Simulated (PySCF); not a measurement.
# TlN: energy against distance

Set-up: Tl cc-pVDZ-PP with ECP60, N cc-pVDZ; scalar-relativistic core potentials (PySCF 2.14). Energies in eV from Tl + N in their ground configurations at the same level. All curves are PBE0. state 1: ³Σ⁻ (triplet), unpaired electrons π ↑↑; state 2: ³Π (triplet), unpaired electrons σ ↑, π ↑, a second solution, started from another occupation; state 3: Ms = 0 determinant of mixed spin (⟨S²⟩ near 1.0), unpaired electrons π ↑↓, a mixture of terms (⟨Lz²⟩ = 2.0), a second solution, started from another occupation; state 4: Ms = 0 determinant of mixed spin (⟨S²⟩ near 1.0), unpaired electrons σ ↓, π ↑, a second solution, started from another occupation.

```
R (Å)  state 1  state 2  state 3  state 4
2.000   -0.813   -0.999  -0.2727  -0.5683
2.092   -1.181   -1.156  -0.6361  -0.6936
2.186   -1.381   -1.194  -0.8303  -0.7013
2.255   -1.450   -1.168  -0.8948  -0.6538
2.325   -1.469   -1.113  -0.9074  -0.5742
2.395   -1.450   -1.038  -0.8806  -0.4717
2.488   -1.382   -0.924  -0.8005  -0.3120
2.604   -1.257   -0.778  -0.6533  -0.0955
2.744   -1.082   -0.620  -0.4386   0.1521
2.929   -0.858   -0.448  -0.1295   0.4266
```

**Question.** Put a parabola through the three lowest points of the state 1 curve and estimate Re, k and ωe (reduced mass 13.11 u; 1 eV/Å² = 0.16022 mdyn/Å; ωe = 1302.8·√(k/μ) cm⁻¹).

**Answer.** Through R = 2.255, 2.325, 2.395 Å the second-order coefficient is 3.88 eV/Å², so Re ≈ 2.325 Å, k ≈ 1.24 mdyn/Å and ωe ≈ 401 cm⁻¹. A polynomial fit of higher order to the unrounded PBE0 energies gives Re = 2.321 Å, k = 1.27 mdyn/Å, ωe = 405 cm⁻¹; anharmonicity and rounding make the difference.

The higher-order fit for each curve: state 1: Re = 2.321 Å, ωe = 405 cm⁻¹, De = 1.47 eV; state 2: Re = 2.176 Å, ωe = 442 cm⁻¹, minimum 1.19 eV below the ground-state fragments; state 3: Re = 2.310 Å, ωe = 421 cm⁻¹, minimum 0.91 eV below the ground-state fragments; state 4: Re = 2.145 Å, ωe = 471 cm⁻¹, minimum 0.71 eV below the ground-state fragments.

⟨S²⟩ of the unrestricted solution departs from its pure value on part of the curve, where spin states mix. These are scalar-relativistic numbers at best; spin–orbit coupling would shift them, the dissociation energy most. The state was picked by a PBE0 search and need not be the measured ground state.
